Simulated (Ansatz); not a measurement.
`C=CB(Cl)Cl` + NH₃ → `NB(Cl)Cl` + `C=C` at 500 K and 1 bar (ligand exchange at a B–C bond).

Program: Ansatz. Geometries: PBE0-D4/def2-TZVP. ΔE: electronic, gas phase. CCSD(T)/CBS is the MP2 limit (def2-TZVPP, def2-QZVPP) plus CCSD(T) − MP2 in def2-TZVPP, frozen cores. This one scheme is used for every species. Each species was taken in one conformer, which may not be the lowest.

```tsv
species	CCSD(T)/CBS energy (Eh)	H − E (kJ/mol)	S (J/(mol·K))
`C=CB(Cl)Cl`	-1022.33002	167.7	379.3
NH₃	-56.50880	108.2	211.8
`NB(Cl)Cl`	-1000.39362	120.6	335.8
`C=C`	-78.48111	155.1	245.3
```

H − E and S are ideal-gas, rigid-rotor, harmonic terms from PBE0-D4/def2-TZVP, for one conformer and one mirror image of each species. 1 Eh = 2625.50 kJ/mol, R = 8.31446 J/(mol·K).

Question: By hand: ΔE, ΔH, ΔS and ΔG.

Answer: ΔE = (-1000.39362) + (-78.48111) − (-1022.33002) − (-56.50880) = -0.03591 Eh = -94.3 kJ/mol. Δ(H − E) = 120.6 + 155.1 − 167.7 − 108.2 = -0.2, so ΔH = -94.5 kJ/mol. ΔS = 335.8 + 245.3 − 379.3 − 211.8 = -10.0 J/(mol·K). ΔG = -94.5 − 500 × (-10.0)/1000 = -89.5 kJ/mol.

Question: By hand: the equilibrium constant, and the temperature at which ΔG would vanish if ΔH and ΔS stayed fixed.

Answer: log₁₀ K = −ΔG/(RT ln 10) = 9.3. ΔG = 0 at ΔH/ΔS = 9450 K, far beyond where these terms or the molecules hold.

The number of gas molecules stays the same, so ΔS is small and ΔH decides. A doubt of 5 kJ/mol in ΔE shifts log₁₀ K by 0.5 here. Other conformers and mirror images would add mixing entropy, several J/(mol·K) or more a flexible species. These are equilibria of isolated gas molecules and say nothing of rates. Largest T1 diagnostic: 0.012 (customary marks: 0.02 for closed shells, 0.045 for open ones).
